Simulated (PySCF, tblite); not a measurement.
Isomers of C5H11Cl2FSi, one GFN2-xTB conformer each. Single-point energies are computed at PBE0/pcSseg-1 (PySCF, gas phase, no added dispersion term), electronic only.

```tsv
SMILES	GFN2-xTB relative energy (kJ/mol)
C[C@@H](F)[Si@H](C)CC(Cl)Cl	22.2
CC[SiH2][C@](C)(F)C(Cl)Cl	0.0
```

Conformers: `[CH3:1][C@@H:2]([F:3])[Si@H:4]([CH3:5])[CH2:6][CH:7]([Cl:8])[Cl:9]` with C1–C2–Si4–C5 51°, C2–Si4–C6–C7 162°, Si4–C6–C7–Cl8 54°; `[CH3:1][CH2:2][SiH2:3][C@:4]([CH3:5])([F:6])[CH:7]([Cl:8])[Cl:9]` with C1–C2–Si3–C4 -179°, C2–Si3–C4–C5 80°, Si3–C4–C7–Cl8 -174°.

Task: What does PBE0/pcSseg-1 give for the same structures?

Result: 
| SMILES | PBE0/pcSseg-1 E (Eh) | PBE0/pcSseg-1 (kJ/mol) | GFN2-xTB (kJ/mol) | point group |
| --- | --- | --- | --- | --- |
| C[C@@H](F)[Si@H](C)CC(Cl)Cl | -1506.06017 | 0.0 | 22.2 | C1 |
| CC[SiH2][C@](C)(F)C(Cl)Cl | -1506.04512 | 39.5 | 0.0 | C1 |

GFN2-xTB puts CC[SiH2][C@](C)(F)C(Cl)Cl lowest instead. 

Task: Which frontier levels, dipoles and rotational constants go with these structures?

Result: 
```
                     SMILES  HOMO (eV, PBE0/pcSseg-1)  LUMO (eV)  dipole (D)       A, B, C (MHz)
C[C@@H](F)[Si@H](C)CC(Cl)Cl                     -8.10      -0.05        3.48  1459, 490.8, 434.8
  CC[SiH2][C@](C)(F)C(Cl)Cl                     -8.35       0.03        2.14  1748, 554.2, 470.0
```

Task: What happens when harmonic zero-point energies from GFN2-xTB frequencies are added?

Result: 
| SMILES | ZPE (kJ/mol) | electronic (kJ/mol) | with ZPE (kJ/mol) |
| --- | --- | --- | --- |
| C[C@@H](F)[Si@H](C)CC(Cl)Cl | 389.2 | 0.0 | 0.0 |
| CC[SiH2][C@](C)(F)C(Cl)Cl | 385.4 | 39.5 | 35.7 |

The zero-point energies span 3.8 kJ/mol. The order is unchanged.
